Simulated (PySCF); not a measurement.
**Computed properties of Se(I)(SH) (HISSe), SMILES [Se](S)I**

HISSe, SMILES I[Se]S. The structure is a stationary point at PBE0-D3(BJ)/def2-SVP. The def2 effective core potentials stand for the cores of I; spin–orbit coupling is left out. The values are those of a single conformer. All values are computed for the isolated molecule unless a solvent is named; none is compared with measurement here.

**Structure.** All 6 harmonic modes at PBE0-D3(BJ)/def2-SVP (PySCF) are real, so it is a minimum. With heavy atoms numbered as in [Se:1]([I:2])[SH:3], the shortest bond between them is Se1–S3 at 2.175 Å and the longest Se1–I2 at 2.557 Å.

**Vibrations.** The strongest infrared lines (harmonic, unscaled, degenerate partners summed) lie at 361 cm⁻¹ (22 km/mol, H 95 %), 412 cm⁻¹ (17 km/mol, S 72 %, Se 28 %), 235 cm⁻¹ (10 km/mol, Se 64 %, I 35 %). The softest mode is at 120 cm⁻¹ and the zero-point energy is 6.6 kcal/mol.

**Electronic structure.** B3LYP/def2-TZVPD (PySCF) places the frontier levels at -6.63 and -3.16 eV, a gap of 3.47 eV, and gives a dipole moment of 1.13 D and a mean polarisability of 92.6 bohr³.

**Excitations.** TDA-ωB97X/def2-SVPD (PySCF) has S1 at 2.59 eV (478 nm, f = 0.001, dark); the most intense of the 10 singlets computed lies at 4.64 eV (f = 0.10). T1 (TDA) is at 1.94 eV, 0.65 eV under S1.
